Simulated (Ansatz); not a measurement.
Cost and result for the atomization energy of `[SiH3][SiH]1CO[SiH2]1` (13 atoms, 13 bonds).

Cartesian coordinates in Å:
```
Si -1.005 -1.378 -1.518
Si 0.596 0.009 -0.537
C -0.102 1.627 0.265
O 0.100 1.356 1.668
Si 0.932 -0.092 1.760
H -0.427 -2.721 -1.791
H -2.153 -1.527 -0.585
H -1.504 -0.805 -2.799
H 1.759 0.220 -1.445
H 0.450 2.526 -0.025
H -1.165 1.809 0.082
H 2.301 0.068 2.324
H 0.217 -1.092 2.601
```

Charge 0, multiplicity 1. The geometry is a stationary point of PBE0-D4/def2-TZVP. Program: Ansatz. All runs use 4 threads of an Arm Neoverse V1 on a shared host. Times are those of one run each, without the atoms' runs, and a repeat can differ threefold. Electronic energies, without spin–orbit coupling; frozen cores. CCSD(T)/CBS adds CCSD(T) − MP2 in def2-TZVPP to the MP2 limit, and its time is that of the two runs behind it. T1 = 0.014. B3LYP takes the VWN-RPA correlation (the form of Gaussian; ORCA's B3LYP/G).

CCSD(T)/CBS is a level of theory with its own doubt, some kJ/mol a heavy atom from the limit and from the frozen cores, so smaller differences don't rank the functionals.

| level | functions | wall time |
| --- | --- | --- |
| PBE-D4/def2-TZVPP (with forces) | 300 | 3.5 s |
| PBE0-D4/def2-TZVPP | 300 | 4.6 s |
| r2SCAN-D4/def2-TZVPP (with forces) | 300 | 6.5 s |
| B3LYP-D4/def2-TZVPP (with forces) | 300 | 7.5 s |
| B2PLYP/def2-TZVPP | 300 | 8 s |
| ωB97X-V/def2-TZVPP | 300 | 12 s |
| ωB97M-V/def2-TZVPP (with forces) | 300 | 17 s |
| MP2/def2-QZVPP | 564 | 33 s |
| CCSD(T)/def2-TZVPP | 300 | 4.2 min |
| CCSD(T)/CBS(def2) | – | 4.7 min |

**Question.** What atomization energy does each give, and how far from CCSD(T)/CBS? (Best estimate.)

**Answer.** The calculation gave: 
```tsv
level	atomization (kcal/mol)	difference from CCSD(T)/CBS	per bond
PBE-D4/def2-TZVPP (with forces)	1029.3	2.5	0.2
PBE0-D4/def2-TZVPP	1019.2	-7.6	-0.6
r2SCAN-D4/def2-TZVPP (with forces)	1027.3	0.5	0.0
B3LYP-D4/def2-TZVPP (with forces)	1022.8	-4.0	-0.3
B2PLYP/def2-TZVPP	1009.1	-17.7	-1.4
ωB97X-V/def2-TZVPP	1034.9	8.1	0.6
ωB97M-V/def2-TZVPP (with forces)	1026.4	-0.4	0.0
MP2/def2-QZVPP	1019.2	-7.6	-0.6
CCSD(T)/def2-TZVPP	998.3	-28.5	-2.2
CCSD(T)/CBS(def2)	1026.8	0.0	0.0
```

From PBE to PBE0 (25 % exact exchange), in def2-TZVPP and without D4, the atomization energy moves by −9.0 kcal/mol: exact exchange takes away binding that semilocal exchange gives to molecules. In def2-TZVPP, CCSD(T) changes the Hartree–Fock value by +244.2 kcal/mol (the triples alone add +13.3 kcal/mol) and MP2 by +248.1 kcal/mol; breaking electron pairs costs correlation energy, which Hartree–Fock lacks. The D4 term adds +12.6 kcal/mol with B3LYP and +6.7 kcal/mol with PBE0; it sums over pairs of atoms, weighted by their polarisabilities, and B3LYP, whose exchange is more repulsive, gets the larger term.
